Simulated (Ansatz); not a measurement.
H3NOSi, SMILES `[H]/N=[SiH]\O` (N–Si–O–H torsion 0°) (charge 0, multiplicity 1).

These are HSE06/cc-pVTZ // PBE0-D3(BJ)/def2-TZVP (Ansatz, a program for electronic structure) values and carry that method's errors.

Ansatz 0.2 input:
```yaml
crystal:
  periodic: [false, false, false]
  atoms:
    - { symbol: N, position_ang: [-1.177952, -0.464741, -0.746048] }
    - { symbol: Si, position_ang: [-0.20139, 0.433616, 0.101526] }
    - { symbol: O, position_ang: [1.300775, 0.241268, 0.70236] }
    - { symbol: H, position_ang: [-1.056047, -1.396582, -1.106452] }
    - { symbol: H, position_ang: [-0.613294, 1.778443, 0.513932] }
    - { symbol: H, position_ang: [1.747909, -0.592004, 0.534682] }
basis:
  gaussian: { orbitals: cc-pVTZ }
hamiltonian:
  xc: hse06
```

Output:

```
Functional definition: HSE06
809 factors; their error is unknown
70 factors; integrals over basis functions are off by at most 7.2e-7 eV
mean field evaluation 1: about -11445.8238 eV, gradient 8.1e1 eV
mean field evaluation 2: about -11398.2206 eV, gradient 1.4e2 eV
mean field evaluation 4: about -11457.5974 eV, gradient 1.4e1 eV
mean field evaluation 8: about -11457.9229 eV, gradient 1.3e-1 eV
mean field evaluation 16: about -11457.9525 eV, gradient 1.2e-5 eV
mean field -11457.95254239 eV, -421.0719894536 hartree, gradient 1.2e-5 eV, S^2 0.000000; 0 other end points of the search recorded, 0 dependent functions left out
reference -11457.95257529 eV, -421.0719906626 hartree; 16, 16 occupied and 120, 120 virtual orbitals, 809 factors
Total energy: -11457.95257529 eV, -421.0719906626 hartree
```
